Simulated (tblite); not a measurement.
Species: C6H11FOSi.
Structure used (GFN2-xTB), in Å, numbered top down from 1:
```
atom  x, y, z in Å
C1    -1.5457    0.9682   -0.7865
C2    -0.9547   -0.1621    0.0490
C3    -2.0459   -0.9782    0.6563
O4    -2.2808   -2.1318    0.5693
F5    -2.8452   -0.2034    1.4583
C6     0.0757    0.2909    1.1132
C7     1.1710   -0.5128    0.3874
Si8    2.6099    0.5078   -0.3211
C9     0.1309   -1.0066   -0.6388
H10   -2.1866    1.5996   -0.1745
H11   -2.1332    0.5656   -1.6097
H12   -0.7424    1.5761   -1.1954
H13   -0.1455   -0.0516    2.1233
H14    0.2196    1.3696    1.1384
H15    1.5512   -1.3272    1.0059
H16    3.3487    1.1106    0.7882
H17    3.4635   -0.3723   -1.1174
H18    2.0542    1.5638   -1.1736
H19    0.3207   -0.7194   -1.6711
H20   -0.0705   -2.0761   -0.6042
```

All values are computed: GFN2-xTB (tblite) harmonic vibrations without scaling, gas phase. The method is semi-empirical: single wavenumbers can be off by several per cent or more. Modes of hydrogen on silicon can be 10 to 20 % off. One conformer, not necessarily the lowest.

Harmonic wavenumbers (cm⁻¹): 30.7, 39.8, 102.1, 120.0, 175.0, 209.9, 250.1, 265.9, 319.3, 354.5, 447.4, 518.1, 545.9, 552.5, 636.2, 688.0, 701.0, 765.3, 788.4, 789.5, 827.9, 872.7, 896.9, 965.1, 970.8, 996.4, 1046.6, 1051.0, 1066.5, 1076.0, 1171.7, 1209.0, 1230.1, 1244.2, 1253.3, 1272.3, 1279.9, 1403.2, 1472.3, 1482.7, 1488.2, 1493.3, 1859.9, 2241.6, 2274.5, 2282.5, 2965.3, 2994.2, 3003.3, 3006.7, 3013.6, 3029.6, 3037.2, 3042.4.

A = 2972, B = 748.1, C = 712.4 MHz; mass 146.056 u (most abundant isotopes); point group C1, symmetry number 1.

Q: Zero-point energy?

A: ½Σν̃ = 33410 cm⁻¹ = 95.53 kcal/mol.

Q: Entropy at 200 K, 1 bar (ideal gas, RRHO, classical rotation)?

A: Translation 38.89, rotation 28.51, vibration 22.38: S = 89.8 cal/(mol K).

Q: And Cp and H(200 K) − H(0)?

A: Cp = 30.33 cal/(mol K), of which vibrations give 22.38 (their classical limit is 54 R = 107.3); H(200 K) − H(0) = 3.89 kcal/mol without the zero-point energy, 2.30 from vibrations.

Q: Which modes carry the vibrational entropy at 200 K?

A: 30.7 cm⁻¹: 4.99; 39.8 cm⁻¹: 4.48; 102.1 cm⁻¹: 2.64; 120.0 cm⁻¹: 2.34; 175.0 cm⁻¹: 1.66; 209.9 cm⁻¹: 1.35 cal/(mol K); the other 48 give 4.93 together.

Q: How do the functions run with temperature in this model?

A: 
| T (K) | S (cal/(mol K)) | Cp (cal/(mol K)) | H − H(0) (kcal/mol) | G − H(0) (kcal/mol) | ln q(vib) |
| --- | --- | --- | --- | --- | --- |
| 150 | 81.9 | 24.9 | 2.51 | -9.77 | 4.01 |
| 250 | 97.2 | 36.0 | 5.55 | -18.74 | 6.91 |
| 298.15 | 104.0 | 41.6 | 7.42 | -23.58 | 8.29 |
| 400 | 117.8 | 52.6 | 12.23 | -34.88 | 11.20 |
| 600 | 142.5 | 69.2 | 24.53 | -60.96 | 16.82 |
| 900 | 173.8 | 84.9 | 47.85 | -108.56 | 24.77 |

q(vib) and H(0) count from the zero-point level.

Q: Blend soft modes into free rotors: weight 1/[1 + (100 cm⁻¹/ν̃)⁴] for the oscillator and the rest for a rotor with moment μB/(μ + B), μ = h/(8π²ν), B = 10⁻⁴⁴ kg m². What vibrational entropy results?

A: 19.91 cal/(mol K) in place of 22.38, which changes −T·S at 200 K by +0.49 kcal/mol.

Q: What must be added to the electronic energy to get the Gibbs energy at 200 K and 1 bar?

A: ZPE + [H(200 K) − H(0)] − T·S = 95.53 + 3.89 − 17.96 = 81.46 kcal/mol.

Hindered rotation and anharmonicity are outside this model. Other conformers, if any are populated, would add a mixing term that is left out. The structure is chiral; the term R ln 2 for an equal mix with its mirror image is left out.

On one thread, Arm Neoverse V1 (aarch64), on a shared host, this took 0.84 s wall. This covers the Hessian and the dipole derivatives.
